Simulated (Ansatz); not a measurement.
This geometry of AlCl2HO + H2 (7 atoms, charge 0, multiplicity 1) is a first-order saddle point.

Method: RHF/def2-SVP (Ansatz).

```xyz
7
Properties=species:S:1:pos:R:3
Al 0.125 -0.483 -0.101
Cl 0.023 0.038 2.258
Cl 1.848 0.345 -0.951
O -1.363 -0.283 -0.831
H -2.269 -0.448 -0.649
H 0.411 -1.933 0.675
H 0.287 -1.270 1.636
```

Q: Which two structures does it join? (They come from a converged band through this point; their orientation in space is the band's.)

A: Bonds broken: Al1–Cl2, H6–H7. Bonds formed: Al1–H6, Cl2–H7. AlCl2HO + H2 becomes AlClH2O + ClH.

First end point:

```xyz
7
Properties=species:S:1:pos:R:3
Al -0.020 0.258 0.075
Cl -0.176 0.857 2.074
Cl 1.812 0.410 -0.905
O -1.346 -0.277 -0.781
H -2.255 -0.404 -0.578
H 0.545 -2.574 0.729
H 0.503 -2.305 1.425
```

Last end point:

```xyz
7
Properties=species:S:1:pos:R:3
Al -0.002 -0.774 -0.463
Cl -0.068 -0.247 2.413
Cl 1.786 0.291 -0.813
O -1.440 0.036 -0.788
H -2.340 -0.230 -0.816
H 0.089 -2.318 -0.232
H 1.038 -0.792 2.737
```

Q: How far does it lie above each of them?

A: 44.4 kcal/mol above the first and 17.4 kcal/mol above the second. This is the barrier of this one path; another mechanism may lie lower. The orbitals stay closed-shell, which can raise the energy where a bond breaks towards radicals; this wasn't checked here.

Time of the run: 2.7 min on 1 thread of Arm Neoverse V1, with other jobs on the host, peak memory 0.15 GiB.
